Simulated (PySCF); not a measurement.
CH5ClInNO, SMILES C[O][In]([NH2])[Cl]. Atoms are numbered in the order given.

```xyz
10

In     0.0897     0.1122     0.1236
Cl    -2.1237     0.3151     0.8978
O      0.2408    -0.8674    -1.6169
C      1.4777    -1.2133    -2.1881
H      2.0480    -1.9483    -1.5846
H      1.2909    -1.6784    -3.1731
H      2.1445    -0.3439    -2.3653
N      1.6520     0.6991     1.3016
H      1.3959     1.4249     1.9714
H      2.4721     1.0168     0.7845
```
Charge 0, spin multiplicity 1.

Coordinates come from a B3LYP-D3(BJ)/def2-SVP optimisation. The structure was generated by enumeration; whether it is a known compound was not checked. The def2 effective core potentials stand for the cores of In; spin–orbit coupling is left out. The values are those of a single conformer.

Computed with C-PCM-ωB97X/def2-SVP run with PySCF.

The values are the electrostatic part of the solvation free energy, E(continuum) − E(gas) at the gas-phase geometry, in a cavity of scaled van der Waals radii (PySCF's table); cavitation and dispersion terms are not included. A continuum can't describe solvent molecules that bind to the metal. In vacuum the orbital gap is 10.14 eV. The dipole moment in vacuum is 3.77 D.

Computed values in water (ε = 78.36), N,N-dimethylformamide (ε = 37.22), dichloromethane (ε = 8.93):
```json
[
 {"solvent": "water", "ε": "78.36", "ΔG(elec) (kcal/mol)": "-10.9", "dipole (D)": "4.80", "gap (eV)": "10.27"},
 {"solvent": "N,N-dimethylformamide", "ε": "37.22", "ΔG(elec) (kcal/mol)": "-10.7", "dipole (D)": "4.78", "gap (eV)": "10.27"},
 {"solvent": "dichloromethane", "ε": "8.93", "ΔG(elec) (kcal/mol)": "-9.6", "dipole (D)": "4.68", "gap (eV)": "10.26"}
]
```
